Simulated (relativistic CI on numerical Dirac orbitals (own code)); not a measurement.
Cr³⁺: 2p photoemission

Computed with this model: Dirac-Coulomb-Breit CI, orbitals from a KLI potential per configuration, a model potential for QED, valence Slater integrals scaled by 0.8, multiplet model of photoemission in the sudden approximation; configurations [Ar] 3d3 → [He] 2s2 2p5 3s2 3p6 3d3; 300 K; Lorentzian 0.7 eV and Gaussian 0.6 eV FWHM. Energies are those of the free ion, without screening or charge transfer. The energies are binding energies and can lie tens of eV above those of solids. S is read from ⟨S²⟩ = S(S + 1).

Field parameters in Wybourne normalisation: Td as Oh with Dq negative (B⁴₀ = 21Dq, B⁴₄ = √(5/14) B⁴₀). The field is a parameter set, without covalency.

Peaks in eV (height, largest 100): 627.0 (94), 628.0 (100), 631.2 (20), 636.9 (44), 638.0 (37), 640.8 (11).

Q: Which surroundings give this spectrum?
A. free ion
B. Td, 10Dq = -17950 cm⁻¹
C. Td, 10Dq = -8300 cm⁻¹
D. Td, 10Dq = -14750 cm⁻¹

A: A. free ion, where the ground state has S = 1.50.
